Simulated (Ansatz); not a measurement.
# What each rung costs, and what it gives

Saddle point of Si2NH10F, singlet (Si₂H₆ ([SiH3][SiH3]) + NH₃ + HF → Si₂H₅F ([F][SiH2][SiH3]) + NH₃ + H₂; bonds formed: Si1–F7, H2–H8, H6–N9; bonds broken: Si1–H2, H6–F7, H8–N9), PBE0-D4/def2-TZVP structure:

```
14
angstrom
Si -0.3543 -1.2984 0.6774
H 0.7139 -0.2293 1.2854
H -0.8580 -2.6469 0.2326
H -0.8154 -1.4223 2.1182
Si -1.7920 0.3684 -0.1371
H 1.7007 -0.0153 -1.0242
F 0.8876 -1.4986 -0.5429
H 1.2973 0.5582 0.4199
N 1.7330 0.8961 -0.5366
H -2.0720 1.4067 0.8985
H -1.1188 1.1329 -1.2514
H -3.0961 -0.0760 -0.7046
H 1.1033 1.5545 -0.9879
H 2.6710 1.2699 -0.4475
```

Barriers are electronic and count from the start structure reached by relaxing down the imaginary mode.

Program: Ansatz 0.2.0. Basis: as named in each row. Cores are frozen in the correlated methods. B3LYP uses VWN-RPA correlation. Extrapolation: Hartree–Fock as exp(−7.88 √X), correlation as X^−2.97.

Times are rough, for one single point on 8 threads of a shared host (Arm Neoverse V2).

The estimate by CCSD(T) at an estimated basis limit (MP2 extrapolated from triple and quadruple zeta, plus CCSD(T) − MP2 in triple zeta) is 1.214 eV.

```json
{"method": "HF", "basis": "STO-3G", "time (s)": "under 1", "barrier (eV)": "4.011", "method less estimate": "2.797"}
{"method": "PBE-D4", "basis": "STO-3G", "time (s)": "under 1", "barrier (eV)": "1.798", "method less estimate": "0.583"}
{"method": "SPW92", "basis": "def2-SVP", "time (s)": "under 1", "barrier (eV)": "0.685", "method less estimate": "-0.529"}
{"method": "PBE-D4", "basis": "def2-SVP", "time (s)": "under 1", "barrier (eV)": "1.024", "method less estimate": "-0.190"}
{"method": "B3LYP-D4", "basis": "6-31G", "time (s)": "under 1", "barrier (eV)": "1.394", "method less estimate": "0.180"}
{"method": "PBE0-D4", "basis": "def2-SVP", "time (s)": "under 1", "barrier (eV)": "1.136", "method less estimate": "-0.078"}
{"method": "SPW92", "basis": "def2-TZVPP", "time (s)": "under 1", "barrier (eV)": "0.634", "method less estimate": "-0.580"}
{"method": "PBE-D4", "basis": "def2-TZVPP", "time (s)": "1", "barrier (eV)": "0.971", "method less estimate": "-0.244"}
{"method": "BLYP-D4", "basis": "def2-TZVPP", "time (s)": "1", "barrier (eV)": "1.106", "method less estimate": "-0.108"}
{"method": "B3LYP-D4", "basis": "def2-TZVPP", "time (s)": "1", "barrier (eV)": "1.165", "method less estimate": "-0.049"}
{"method": "BHLYP-D4", "basis": "def2-TZVPP", "time (s)": "1", "barrier (eV)": "1.263", "method less estimate": "0.049"}
{"method": "PBE0-D4", "basis": "def2-TZVPP", "time (s)": "2", "barrier (eV)": "1.066", "method less estimate": "-0.148"}
{"method": "CAM-B3LYP-D4", "basis": "def2-TZVPP", "time (s)": "2", "barrier (eV)": "1.178", "method less estimate": "-0.036"}
{"method": "wB97M-V", "basis": "def2-SVP", "time (s)": "2", "barrier (eV)": "1.200", "method less estimate": "-0.015"}
{"method": "r2SCAN-D4", "basis": "def2-TZVPP", "time (s)": "2", "barrier (eV)": "1.005", "method less estimate": "-0.210"}
{"method": "r2SCAN0-D4", "basis": "def2-TZVPP", "time (s)": "2", "barrier (eV)": "1.082", "method less estimate": "-0.132"}
{"method": "CCSD(T)", "basis": "def2-SVP", "time (s)": "3", "barrier (eV)": "1.460", "method less estimate": "0.246"}
{"method": "B2PLYP", "basis": "def2-TZVPP", "time (s)": "3", "barrier (eV)": "1.240", "method less estimate": "0.025"}
{"method": "PBE-QIDH", "basis": "def2-TZVPP", "time (s)": "3", "barrier (eV)": "1.166", "method less estimate": "-0.049"}
{"method": "RPA on PBE", "basis": "def2-TZVPP", "time (s)": "3", "barrier (eV)": "1.328", "method less estimate": "0.113"}
{"method": "wB97X-V", "basis": "def2-TZVPP", "time (s)": "4", "barrier (eV)": "1.203", "method less estimate": "-0.012"}
{"method": "wB97M-V", "basis": "def2-TZVPP", "time (s)": "4", "barrier (eV)": "1.150", "method less estimate": "-0.064"}
{"method": "B97M-V", "basis": "def2-TZVPP", "time (s)": "5", "barrier (eV)": "0.967", "method less estimate": "-0.247"}
{"method": "MP2", "basis": "def2-QZVPP", "time (s)": "13", "barrier (eV)": "1.213", "method less estimate": "-0.002"}
{"method": "CCSD(T)", "basis": "def2-TZVPP", "time (s)": "98", "barrier (eV)": "1.279", "method less estimate": "0.064"}
```

All methods are single points on the PBE0-D4 structures.

The T1 diagnostic stays at or below 0.013.

Labels in which every atom is bracketed show which atoms are joined, not bond orders.
